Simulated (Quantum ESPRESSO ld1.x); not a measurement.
Results of a calculation; reference values are marked as such.
All-electron atom: Te6+ in [Kr] 4d9 5s1 (not the ground configuration). Code: ld1.x of Quantum ESPRESSO 7.5. Model: Dirac Kohn-Sham, PBE, spin-unpolarised, spherical densities, point nucleus; open shells are shared between the two j in proportion to 2j + 1. Some entries of the table are withheld. Estimate them.

| orbital | occ. | eigenvalue (hartree) | <1/r> (bohr^-1) |
|---|---|---|---|
| 1s1/2 | 2 | -1164.64 | 55.58 |
| 2s1/2 | 2 | (1) | 12.94 |
| 2p1/2 | 2 | -169.917 | (2) |
| 2p3/2 | 4 | -159.828 | (3) |
| 3s1/2 | 2 | -38.4904 | 4.605 |
| 3p1/2 | 2 | -33.8730 | (4) |
| 3p3/2 | 4 | -31.9910 | (5) |
| 3d3/2 | 4 | -23.8517 | 4.129 |
| 3d5/2 | 6 | -23.4580 | 4.068 |
| 4s1/2 | 2 | -8.99241 | 1.850 |
| 4p1/2 | 2 | -7.39278 | 1.742 |
| 4p3/2 | 4 | -7.02653 | 1.667 |
| 4d3/2 | 3.6 | -4.44627 | 1.432 |
| 4d5/2 | 5.4 | -4.38785 | 1.414 |
| 5s1/2 | 1 | (6) | 0.7654 |
| 5p1/2 | 0 | (7) | 0.6955 |
| 5p3/2 | 0 | (8) | 0.6746 |
| 6s1/2 | 0 | -1.46556 | 0.4183 |

Answer. 
(1) 2s1/2 eigenvalue (hartree): -181.151
(2) 2p1/2 <1/r> (bohr^-1): 12.93
(3) 2p3/2 <1/r> (bohr^-1): 11.96
(4) 3p1/2 <1/r> (bohr^-1): 4.514
(5) 3p3/2 <1/r> (bohr^-1): 4.277
(6) 5s1/2 eigenvalue (hartree): -2.94008
(7) 5p1/2 eigenvalue (hartree): -2.48275
(8) 5p3/2 eigenvalue (hartree): -2.41498
